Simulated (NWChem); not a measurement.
# ZrOCl2; SMILES [O]=[Zr]([Cl])[Cl]

Computed with NWChem. def2 effective core potentials on Zr; no spin-orbit coupling. Each level has its own optimisation; frequencies are unscaled.

For level LDA (Slater exchange, VWN5)/def2-SVP:

```yaml
highest harmonic frequency (cm⁻¹): 972
lowest (cm⁻¹): 73
```

Task: What are these values for level PBE0/def2-SVP?

Result: 
| Property | Result |
|---|---|
| highest harmonic frequency (cm⁻¹) | 1001 |
| lowest (cm⁻¹) | 52 |
